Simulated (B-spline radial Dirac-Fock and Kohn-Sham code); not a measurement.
**M5 emission of Ba**

System: atomic barium in the configuration [Xe] 6s2.

Method: independent-particle rates on relativistic LDA orbitals of the hole state (multipoles up to L = 3, Coulomb Auger matrix elements, transition energies from Dirac-Fock). Computed with a radial B-spline solver.

```
 line  multipole  energy (eV)  width (meV)  share (%)
  Mζ1         E1        591.6        0.287       86.7
M5-N5         E2        691.6     0.000331      0.100
M5-O3         E1        767.4       0.0436       13.2
```

The listed lines hold 99.9 % of the radiative rate. The radiative width is 0.000331 eV in the length form and 0.000351 eV in the velocity form; the two differ because the transition energies are not eigenvalue differences of the potential that gave the orbitals.
